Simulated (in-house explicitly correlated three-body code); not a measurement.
Computed with an exponentially correlated three-body code. Model: two electrons around a point charge, non-relativistic, variational in 260 exponentially correlated functions (energies converged to about 1e-7 hartree, or 1e-8 relative for large Z).

Command:
```bash
python run_hyl.py task.json out
```
Settings (lengths in bohr, energies in hartree):
```
Z                      2.5
nuclear_mass           5000
interaction_strength   1
functions              260
states_tried           13
```

Time taken, with all properties: 34 s on 1 thread of Intel(R) Xeon(R) Platinum 8375C CPU @ 2.90GHz (Ice Lake), on a shared host.

**Those bound S and P states to n = 4 that converged, binding against the one-electron ion.**

Given: nuclear charge 2.5; mass of the centre 5000 electron masses.

Computed: one-electron threshold -3.12437512 hartree.

```
term  energy (hartree)  binding (eV)
1 1S       -4.84090333        46.709
2 3S       -3.48581554        9.8353
2 1S        -3.4366688        8.4979
2 3P                 ?             ?
2 1P       -3.40203327        7.5555
3 3S       -3.27075005        3.9831
3 1S       -3.25798848        3.6358
3 3P       -3.25459391        3.5434
3 1P       -3.24821769        3.3699
4 3S       -3.20332764        2.1484
4 1S       -3.19823387        2.0098
4 3P                 ?             ?
4 1P       -3.19418841        1.8997
```

(1) What belongs in the row 2 3P?

(2) What belongs in the row 4 3P?

**Converged states only, values per electron or pair.**

```tsv
term	mean r (bohr)	mean r squared (bohr²)	mean inverse r (1/bohr)	mean r12 (bohr)	mean inverse r12 (1/bohr)	mean cosine	mean p1 dot p2 (bohr⁻²)	delta r1 (bohr⁻³)	delta r12 (bohr⁻³)
1 1S	0.70867	0.68698	2.1876	1.0737	1.2563	-0.051943	0.22329	3.7852	0.26457
2 3S	1.8791	6.0611	1.4675	3.2425	0.36593	-0.014203	0.012367	2.6132	-
2 1S	2.1152	7.9124	1.4471	3.6948	0.36228	-0.015053	0.015441	2.5881	0.027648
2 3P	?	?	?	?	?	?	?	?	-
2 1P	1.9963	7.1285	1.4344	3.45	0.36786	0.0027736	0.1274	2.4896	0.0034232
3 3S	4.1569	34.039	1.3414	7.7469	0.16574	-0.0040551	0.0032848	2.5188	-
3 1S	4.517	40.628	1.336	8.4621	0.16386	-0.0045948	0.0043979	2.514	0.0079923
3 3P	4.2828	36.875	1.336	8.0028	0.17064	-0.013121	-0.043934	2.4759	-
3 1P	4.5101	41.052	1.3322	8.4461	0.16476	0.00094703	0.038675	2.4865	0.0011686
4 3S	?	?	?	?	?	?	?	?	-
4 1S	7.9206	130.91	1.2978	15.257	0.092714	-0.0019376	0.0018123	2.4971	0.0033146
4 3P	7.7216	125.3	1.2978	14.862	0.095362	-0.0053509	-0.017743	2.4814	-
4 1P	8.0246	135.56	1.2963	15.464	0.092979	0.00040961	0.016396	2.4858	0.00051621
```

(3) What belongs in the row 2 3P?

(4) What belongs in the row 4 3S?

Results:

(1) energy (hartree): -3.42295254; binding (eV): 8.1247.

(2) energy (hartree): -3.19688746; binding (eV): 1.9732.

(3) mean r (bohr): 1.8438; mean r squared (bohr²): 6.0115; mean inverse r (1/bohr): 1.4472; mean r12 (bohr): 3.1866; mean inverse r12 (1/bohr): 0.38985; mean cosine: -0.04785; mean p1 dot p2 (bohr⁻²): -0.16438; delta r1 (bohr⁻³): 2.4507.

(4) mean r (bohr): 7.4347; mean r squared (bohr²): 114.79; mean inverse r (1/bohr): 1.3001; mean r12 (bohr): 14.287; mean inverse r12 (1/bohr): 0.093661; mean cosine: -0.0016533; mean p1 dot p2 (bohr⁻²): 0.0013066; delta r1 (bohr⁻³): 2.4986.
